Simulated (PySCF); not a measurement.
## Structure elucidation problem

The spectra below were simulated for a compound C$_{6}$H$_{9}$ClN$_{2}$Si.

¹H NMR (300 MHz, computed): δ 8.30 (s, 1H), 7.45 (d, 1H), 6.94 (d, 1H), 4.75 (t, 2H), 3.57 (t, 2H), 3.45 (br s, 2H).

¹³C{¹H} NMR (computed): δ 150.7 (C), 147.2 (C), 139.8 (CH), 136.8 (CH), 121.6 (CH), 29.7 (CH2).

- shielding tensors at PBE0/pcSseg-1 (GIAO)
- geometry from GFN2-xTB
- run in PySCF 2.14
- a single conformation, no solvent model, fast rotation and ring inversion assumed for equivalent nuclei, non-relativistic Hamiltonian

Chemical shifts δ = σref − σ; TMS for ¹H and ¹³C, all at this level.

Deduce the structure.

Results:


- Rings plus π bonds: 4 (1 ring in the answer).
- 6 carbon signals for 6 carbons: no two carbons are equivalent.
- Carbon types of the structure: 2 × C, 3 × CH, 1 × CH2, leaving 4 H on heteroatoms.
- δC 150.7: substituted aromatic carbon next to a ring nitrogen.
- δC 147.2: aromatic carbon bearing nitrogen; an ipso carbon deshielded by its heteroatom.
- δC 139.8: aromatic CH next to a ring nitrogen.
- δC 136.8, 121.6: aromatic CH.
- δC 29.7: sp3 CH2 bonded to Cl and Si; pulled downfield by the heteroatom.
- δH 8.30: hydrogen on an aromatic CH next to a ring nitrogen; ring current plus the neighbouring ring nitrogen.
- δH 7.45, 6.94: hydrogen on an aromatic CH.

Structure: SMILES Nc1ccc([SiH2]CCl)nc1.

The data come from this structure; uniqueness wasn't tested.

The OH or NH signal is concentration- and solvent-dependent in practice; the value given is the gas-phase one. Carbons that carry Cl, above all several Cl atoms, come out too deshielded, partly because spin–orbit coupling is missing. Shifts are as computed. Against solution values, carbons near 30 ppm lie about +3 ppm off and those near 130 ppm about +5 ppm; carbons on Cl a further +6 ppm. Of 1309 compounds with measured shifts, 239 miss one by over three times the rms of a fit or turn the order of signals round; such compounds aren't used in these exercises. No couplings were computed; multiplicities are counted from neighbouring protons, with m where these are inequivalent, close in shift, in a saturated or five-membered ring or joined by F or P, and br s for small geminal =CH2 splittings.
